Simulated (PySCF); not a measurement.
Task: Write Cartesian coordinates for `CC[C@@H]1C[Se]C[C@H](F)O1` as optimised with PBE0-D3(BJ)/def2-SVP.

Result: 
```
atom  x, y, z in Å
C1     2.896    0.044    0.101
C2     1.546    0.428   -0.484
C3     0.477    0.651    0.582
C4     0.139   -0.651    1.349
Se5   -1.771   -1.007    1.451
C6    -1.894   -0.716   -0.463
C7    -1.525    0.724   -0.800
F8    -1.018    0.725   -2.087
O9    -0.656    1.332    0.063
H10    3.648   -0.082   -0.691
H11    2.851   -0.903    0.663
H12    3.267    0.820    0.791
H13    1.201   -0.341   -1.195
H14    1.631    1.361   -1.062
H15    0.869    1.379    1.309
H16    0.598   -1.525    0.863
H17    0.514   -0.610    2.381
H18   -2.912   -0.944   -0.803
H19   -1.204   -1.408   -0.970
H20   -2.417    1.370   -0.809
```

Any rigid rotation of these coordinates is as good. Atoms count from 1 in this order. The C–O distances run from 1.367 Å (C7–O9, drawn single) to 1.420 Å (C3–O9, drawn single), a spread of 0.053 Å. Of the pairs four or more bonds apart, C2···F8 is among the closest relative to their van der Waals radii: 3.04 Å, 96 % of the sum of Bondi's values. The 6-membered ring C3–C4–Se5–C6–C7–O9 has internal angles of 89.0° to 121.6° (sum 664°, against 720° for a flat polygon); it is puckered, 0.37 Å rms from its mean plane, widest ring torsion 64°. The C–C distances run from 1.520 Å (C1–C2, drawn single) to 1.548 Å (C3–C4, drawn single), a spread of 0.028 Å.

Bonds between heavy atoms (Å): C1–C2 1.520, C2–C3 1.526, C3–C4 1.548, C4–Se5 1.946, Se5–C6 1.940, C6–C7 1.524, C7–F8 1.383, C7–O9 1.367, C3–O9 1.420.

Theory: PBE0-D3(BJ)/def2-SVP geometry optimisation, gas phase in PySCF 2.14.0.

Point group: C1 (no symmetry element, even within 0.4 Å). Whether it is a minimum is left open (no frequencies). One conformer, not necessarily the lowest (C1–C2–C3–C4 -65°, C2–C3–C4–Se5 -130°, C3–C4–Se5–C6 50°, C4–Se5–C6–C7 -64°, Se5–C6–C7–F8 152°).
